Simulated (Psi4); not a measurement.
tellurium atom (Te), triplet (core potentials on Te); CAM-B3LYP/def2-QZVPP (Psi4 1.11).

Input for Psi4:
```
memory 2 GB

molecule mol {
0 3
  Te    0.000000    0.000000    0.000000
}

set basis def2-qzvpp
set reference uks

energy('cam-b3lyp')
print_variables()
```

Write the output that Psi4 gives for this input, abridged.


```
   => Loading Basis Set <=

    Name: DEF2-QZVPP
    Role: ORBITAL
    Keyword: BASIS

    !!!  WARNING: ECP capability is in beta. Please check occupations closely.  !!!

         ---------------------------------------------------------
                                   SCF
               by Justin Turney, Rob Parrish, Andy Simmonett
                          and Daniel G. A. Smith
                              UKS Reference
         ---------------------------------------------------------

  ==> Geometry <==

    Molecular point group: d2h
    Geometry (in Angstrom), charge = 0, multiplicity = 3:

       Center              X                  Y                   Z               Mass
    ------------   -----------------  -----------------  -----------------  -----------------
         TE           0.000000000000     0.000000000000     0.000000000000   129.906222748000

  Running in d2h symmetry.

  Rotational constants: A = ************  B = ************  C = ************ [cm^-1]
  Rotational constants: A = ************  B = ************  C = ************ [MHz]
  Nuclear repulsion =    0.000000000000000

  Charge       = 0
  Multiplicity = 3
  Electrons    = 24
  Nalpha       = 13
  Nbeta        = 11

  ==> Algorithm <==

  SCF Algorithm Type is DF.
  DIIS enabled.
  MOM disabled.
  Fractional occupation disabled.
  Guess Type is CORE.
  Energy threshold   = 1.00e-06
  Density threshold  = 1.00e-06
  Integral threshold = 1.00e-12

  ==> Primary Basis <==

  Basis Set: DEF2-QZVPP
    Blend: DEF2-QZVPP
    Number of shells: 22
    Number of basis functions: 82
    Number of Cartesian functions: 104
    Spherical Harmonics?: true
    Max angular momentum: 4

  Core potential: DEF2-QZVPP
    Number of shells: 4
    Number of ECP primitives: 18
    Number of ECP core electrons: 28
    Max angular momentum: 3

  ==> DFT Potential <==

   => LibXC <=

    Version 7.1.2
    S. Lehtola, C. Steigemann, M. J. T. Oliveira, and M. A. L. Marques,  SoftwareX 7, 1–5 (2018) (10.1016/j.softx.2017.11.002)

   => Composite Functional: CAM-B3LYP <=

    CAM-B3LYP Hyb-GGA Exchange-Correlation Functional

    T. Yanai, D. P. Tew, and N. C. Handy,  Chem. Phys. Lett. 393, 51 (2004) (10.1016/j.cplett.2004.06.011)

    Deriv               =              1
    GGA                 =           TRUE
    Meta                =          FALSE

    Exchange Hybrid     =           TRUE
    MP2 Hybrid          =          FALSE

   => Exchange Functionals <=

    0.3500         Becke 88 [omega = 0.3300]
    0.4600   Short-range recipe for B88 functional - erf [omega = 0.3300]

   => Exact (HF) Exchange <=

    0.4600            HF,LR [omega = 0.3300]
    0.1900               HF

   => Correlation Functionals <=

    0.1900   Vosko, Wilk & Nusair (VWN5)
    0.8100   Lee, Yang & Parr

   => LibXC Density Thresholds  <==

    XC_HYB_GGA_XC_CAM_B3LYP:  1.00E-14

   => Molecular Quadrature <=

    Radial Scheme          =       TREUTLER
    Pruning Scheme         =           NONE
    Nuclear Scheme         =       TREUTLER

    Blocking Scheme        =         OCTREE
    BS radius alpha        =              1
    Pruning alpha          =              1
    Radial Points          =             75
    Spherical Points       =            302
    Total Points           =          20530
    Total Blocks           =            226
    Max Points             =            256
    Max Functions          =             82
    Weights Tolerance      =       1.00E-15

   => Loading Basis Set <=

    Name: (DEF2-QZVPP AUX)
    Role: JKFIT
    Keyword: DF_BASIS_SCF

  ==> Integral Setup <==

  SCF_SUBTYPE=INCORE selected. In-core MEM_DF algorithm will be used.
  Using in-core AOs.

  ==> MemDFJK: Density-Fitted J/K Matrices <==

    J tasked:                   Yes
    K tasked:                   Yes
    wK tasked:                  Yes
    Omega:                3.300E-01
    Algorithm:                 Core
    Schwarz Cutoff:           1E-12
    Mask sparsity (%):       0.0000
    Fitting Condition:        1E-10

   => Auxiliary Basis Set <=

  Basis Set: (DEF2-QZVPP AUX)
    Blend: DEF2-UNIVERSAL-JKFIT
    Number of shells: 46
    Number of basis functions: 218
    Number of Cartesian functions: 309
    Spherical Harmonics?: true
    Max angular momentum: 5

  Minimum eigenvalue in the overlap matrix is 1.4667522705E-03.
  Reciprocal condition number of the overlap matrix is 3.3052198460E-04.
    Using symmetric orthogonalization.

  ==> Pre-Iterations <==

  SCF Guess: Core (One-Electron) Hamiltonian.

   -------------------------------------------------------
    Irrep   Nso     Nmo     Nalpha   Nbeta   Ndocc  Nsocc
   -------------------------------------------------------
     Ag        18      18       3       3       3       0
     B1g        6       6       1       1       1       0
     B2g        6       6       1       1       1       0
     B3g        6       6       1       1       1       0
     Au         4       4       1       0       0       1
     B1u       14      14       1       1       1       0
     B2u       14      14       2       2       2       0
     B3u       14      14       3       2       2       1
   -------------------------------------------------------
    Total      82      82      13      11      11       2
   -------------------------------------------------------

  ==> Iterations <==

                           Total Energy        Delta E     RMS |[F,P]|

    Occupation by irrep:
             Ag   B1g   B2g   B3g    Au   B1u   B2u   B3u
    DOCC [     3,    1,    1,    0,    0,    2,    2,    2 ]
    SOCC [     1,    0,    0,    1,    0,    0,    0,    0 ]
    NA   [     4,    1,    1,    1,    0,    2,    2,    2 ]
    NB   [     3,    1,    1,    0,    0,    2,    2,    2 ]

   @DF-UKS iter   1:  -223.28782752769399   -2.23288e+02   4.17452e-01 ADIIS
    Occupation by irrep:
             Ag   B1g   B2g   B3g    Au   B1u   B2u   B3u
    DOCC [     4,    1,    1,    1,    0,    1,    1,    2 ]
    SOCC [     0,    0,    0,    0,    0,    1,    1,    0 ]
    NA   [     4,    1,    1,    1,    0,    2,    2,    2 ]
    NB   [     4,    1,    1,    1,    0,    1,    1,    2 ]

   @DF-UKS iter   2:  -175.42630609696184    4.78615e+01   4.67459e-01 ADIIS
   @DF-UKS iter   3:  -266.97757686162856   -9.15513e+01   7.39874e-02 ADIIS/DIIS
   @DF-UKS iter   4:  -267.90692083401433   -9.29344e-01   2.18753e-02 ADIIS/DIIS
   @DF-UKS iter   5:  -267.98033010065552   -7.34093e-02   4.03923e-03 ADIIS/DIIS
   @DF-UKS iter   6:  -267.98398648982209   -3.65639e-03   4.36809e-04 ADIIS/DIIS
   @DF-UKS iter   7:  -267.98403513259859   -4.86428e-05   2.16818e-05 DIIS
   @DF-UKS iter   8:  -267.98403568113525   -5.48537e-07   3.66875e-06 DIIS
   @DF-UKS iter   9:  -267.98403570525352   -2.41183e-08   4.03927e-07 DIIS
  Energy and wave function converged.

  ==> Post-Iterations <==

   Electrons on quadrature grid:
      Nalpha   =   13.0000000000 ; deviation = 5.592e-12
      Nbeta    =   11.0000000000 ; deviation = 5.620e-12
      Ntotal   =   24.0000000000 ; deviation = 1.121e-11

   @Spin Contamination Metric:   3.421707070E-03
   @S^2 Expected:                2.000000000E+00
   @S^2 Observed:                2.003421707E+00
   @S   Expected:                1.000000000E+00
   @S   Observed:                1.000000000E+00

    Orbital Energies [Eh]
    ---------------------

    Alpha Occupied:

[...]
       2B3u   -0.297891

    Alpha Virtual:

[...]
    Beta Occupied:

[...]
    Beta Virtual:

[...]
    Final Occupation by Irrep:
             Ag   B1g   B2g   B3g    Au   B1u   B2u   B3u
    DOCC [     4,    1,    1,    1,    0,    1,    1,    2 ]
    SOCC [     0,    0,    0,    0,    0,    1,    1,    0 ]
    NA   [     4,    1,    1,    1,    0,    2,    2,    2 ]
    NB   [     4,    1,    1,    1,    0,    1,    1,    2 ]

  @DF-UKS Final Energy:  -267.98403570525352

   => Energetics <=

    Nuclear Repulsion Energy =              0.0000000000000000
    One-Electron Energy =                -466.9093774417368650
    Two-Electron Energy =                 214.0091327222587552
    DFT Exchange-Correlation Energy =     -15.0837909857754298
    Empirical Dispersion Energy =           0.0000000000000000
    VV10 Nonlocal Energy =                  0.0000000000000000
    Total Energy =                       -267.9840357052535182

  UHF NO Occupations:
  HONO-2 :    4 Ag 1.9989491
  HONO-1 :    2B2u 1.0000000
  HONO-0 :    2B1u 1.0000000
  LUNO+0 :    5 Ag 0.0010509
  LUNO+1 :    3B3u 0.0005456
  LUNO+2 :    2B3g 0.0000417
  LUNO+3 :    6 Ag 0.0000417

Computation Completed

Properties will be evaluated at   0.000000,   0.000000,   0.000000 [a0]

Properties computed using the SCF density matrix

 Multipole Moments:

 ------------------------------------------------------------------------------------
     Multipole            Electronic (a.u.)      Nuclear  (a.u.)        Total (a.u.)
 ------------------------------------------------------------------------------------

 L = 1.  Multiply by 2.5417464519 to convert [e a0] to [Debye]
 Dipole X            :          0.0000000            0.0000000            0.0000000
 Dipole Y            :          0.0000000            0.0000000            0.0000000
 Dipole Z            :          0.0000000            0.0000000            0.0000000
 Magnitude           :                                                    0.0000000

 ------------------------------------------------------------------------------------

  Variable Map:
  ----------------------------------------------------------------------------
[...]
  Array Variable Map:
  ----------------------------------------------------------------------------
[...]
[...]
```
